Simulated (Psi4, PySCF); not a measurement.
The PySCF input:
```python
from pyscf import gto, scf, dft

mol = gto.Mole()
mol.atom = '''
    C     0.003341    0.001255   -1.237556
    C    -0.000401   -0.000151    0.148583
    N    -0.003502   -0.001315    1.296926
    H     0.008400    1.030122   -1.613517
    H     0.893030   -0.516106   -1.612697
    H    -0.888352   -0.509103   -1.617500
    H    -0.006208   -0.002332    2.299072
'''
mol.basis = 'def2-svp'
mol.charge = 1
mol.spin = 0
mol.verbose = 3
mol.build()

mf = dft.RKS(mol)
mf.xc = 'wb97m_v'
mf.grids.atom_grid = (99, 590)
mf.grids.prune = None
mf.kernel()
```

**Question.** Give the equivalent Psi4 input.

**Answer.** Several could match; the one computed here: 
```
memory 2 GB

molecule mol {
1 1
  C     0.003341    0.001255   -1.237556
  C    -0.000401   -0.000151    0.148583
  N    -0.003502   -0.001315    1.296926
  H     0.008400    1.030122   -1.613517
  H     0.893030   -0.516106   -1.612697
  H    -0.888352   -0.509103   -1.617500
  H    -0.006208   -0.002332    2.299072
}

set basis def2-svp
set reference rks
set scf_type pk
set puream true
set d_convergence 1e-8
set dft_radial_points 99
set dft_spherical_points 590

energy('wb97m-v')
print_variables()
```

Both were run: PySCF gave -132.900859 Eh and Psi4 -132.900858 Eh, 0.000 mEh apart.
